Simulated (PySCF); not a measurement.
Interval between two levels of Si⁺ by level of theory

Si⁺ [Ne] 3s2 3p1 [2P3/2, M_J = 3/2] → Si⁺ [Ne] 3s2 4s1 [2S1/2, M_J = 1/2], as a difference of total energies. All numbers are calculated (PySCF 2.14, the two-component X2C-1e Hamiltonian, in x2c-TZVPall-2c with one added diffuse shell each of s, p type (6s7p2d1f, 44 functions)). Correlated levels: [Ne] frozen; the 6 highest virtual spinors dropped. "Screened" scales the spin-orbit matrix elements by Boettger's factors to mimic the two-electron term; Breit and QED terms are absent.

```
                    method  interval between two levels (cm⁻¹)  error (cm⁻¹)
           GHF (spin-free)                               63461         -1752
          GMP2 (spin-free)                               64404          -809
 GHF (screened spin-orbit)                               63357         -1856
GMP2 (screened spin-orbit)                               64301          -912
```

Reference: 65213 cm⁻¹ (measured; NIST Handbook of Basic Atomic Spectroscopic Data (Sansonetti and Martin, J. Phys. Chem. Ref. Data 34, 1559 (2005))).

Errors of the correlated levels include the incompleteness of this basis and the frozen core.
